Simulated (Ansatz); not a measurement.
Reactions of `OC(F)([SiH3])CF`.

Isolated molecules relaxed with PBE0-D4/def2-TZVP in Ansatz; ΔE leaves out vibrations. CCSD(T)/CBS adds triple-zeta CCSD(T) − MP2 to the extrapolated MP2 energy (def2 sets, frozen cores). def2 core potentials past Kr. For Ge, In outer-core shells are correlated without core-valence functions, which leaves a few kJ/mol of doubt a bond. Scalar relativity is left out up to krypton. Each species was taken in one conformer, which may not be the lowest.

Q: Order these by ΔE at CCSD(T)/CBS, lowest first. (Estimate.)
A. `OC(F)([SiH3])CF` → `FCOC(F)[SiH3]`
B. `OC(F)([SiH3])CF` + `C[C](=O)[GeH2][F]` → `O=[C]([SiH3])[GeH2][F]` + `CC(O)(F)CF`
C. `OC(F)([SiH3])CF` + `[OH][In]([OH])[SH]` → `[OH][In]([SH])[O][SiH3]` + `OC(F)CF`

A: C (-135.3 kJ/mol), B (-3.3 kJ/mol), A (+28.0 kJ/mol).

Largest T1 diagnostic: 0.016, for `[OH][In]([OH])[SH]`.
